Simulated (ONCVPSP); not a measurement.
What the settings do to the ONCV potential of oxygen (O)

Base potential:

- Element: oxygen (O)
- Generator: ONCVPSP 4.0.1
- Type: optimised norm-conserving Vanderbilt (ONCV)
- Functional: PBE
- Relativity: scalar-relativistic
- Frozen core: [He]
- Valence charge: 6
- Reference configuration: 2s2 2p4
- Partial waves: 2s: rc 0.85 bohr, ncon 4, nbas 8, qcut 7.9 1/bohr, 1 projector; 2p: rc 1.00 bohr, ncon 4, nbas 7, qcut 9.1 1/bohr, 1 projector; d scattering state at 0.07 Ha: rc 0.95 bohr, ncon 4, nbas 8, qcut 10.5 1/bohr, 2 projectors, debl 2.3 Ha
- Local potential: polynomial inside 0.60 bohr (lpopt 5, dvloc0 4 Ha)
- Core correction: Teter function, fcfact 5.75, rcfact 1.35

All-electron outer shells of the reference configuration (PBE, scalar-relativistic, ld1.x):

```json
{"shell": "1s", "level (eV)": "-514.70", "outermost node (bohr)": "–", "outermost maximum (bohr)": "0.13"}
{"shell": "2s", "level (eV)": "-23.96", "outermost node (bohr)": "0.28", "outermost maximum (bohr)": "0.87"}
{"shell": "2p", "level (eV)": "-9.03", "outermost node (bohr)": "–", "outermost maximum (bohr)": "0.82"}
```

Cutoffs, loose and tight: the cutoffs (Ha) at which the residual kinetic energy of the hardest occupied pseudo-wave falls to 1 and 0.1 mHa per electron. They do not see the model core or the augmentation charge, which bear on the density cutoff. Test errors are all-electron minus pseudo excitation energies from the reference, over the configurations 2s2 2p3; 2s2 2p2; 2s2 2p1; 2s1 2p4. A dash means not determined; rows that change the core or the reference have their own tests.

```csv
change,outcome,"cutoff, loose","cutoff, tight",bound ghosts,GHOST(+) flags above zero,largest test error (meV)
base,generated,59 Ha,215 Ha,none,none,+297
s: rc 0.64,generated,65 Ha,175 Ha,none,none,+270
s: rc 0.84,generated,61 Ha,221 Ha,none,none,+294
s: rc 0.94,generated,48 Ha,168 Ha,none,none,+327
s: rc 1.06,generated,48 Ha,135 Ha,none,none,+367
s: rc 1.24,generated,48 Ha,135 Ha,none,none,+444
```

Task: What comes out with this change to the base: s: rc 0.72?

Result: outcome: generated; cutoff, loose: 73 Ha; cutoff, tight: 277 Ha; bound ghosts: none; GHOST(+) flags above zero: none; largest test error (meV): +271.

Reading the sweep of the s radius (base included, trends over the rows without a ghost): The loose cutoff falls from 65 Ha at 0.64 to 48 Ha at 1.24 bohr, with one reversal. A larger radius leaves more room for a smooth pseudo-wave, so fewer plane waves are needed; a smaller one forces it to follow the all-electron wave where it bends sharply. The median size of the test errors (rows with all tests solved) rises from 28.5 meV at 0.64 to 57.3 meV at 1.24 bohr. More of the atom is replaced by a form fitted at one configuration, so other configurations suffer as the radius grows.
